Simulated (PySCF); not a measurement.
# Radial density of Mg²⁺ (magnesium, charge +2)

M06-2X, [Ne], closed-shell 1S. Calculation: PySCF 2.14, in 6-31G*; the non-relativistic Hamiltonian (point nucleus).

| r (bohr) | 4πr²ρ (e/bohr) |
| --- | --- |
| 0.00249 | 0.07834 |
| 0.00418 | 0.2162 |
| 0.00704 | 0.5753 |
| 0.0118 | 1.443 |
| 0.0199 | 3.376 |
| 0.0335 | 6.899 |
| 0.0563 | 11.41 |
| 0.0947 | 13.24 |
| 0.159 | 9.615 |
| 0.268 | 7.513 |
| 0.451 | 10.85 |
| 0.758 | 8.075 |
| 1.28 | 1.793 |
| 2.15 | 0.07254 |
| 3.61 | 0.0004388 |
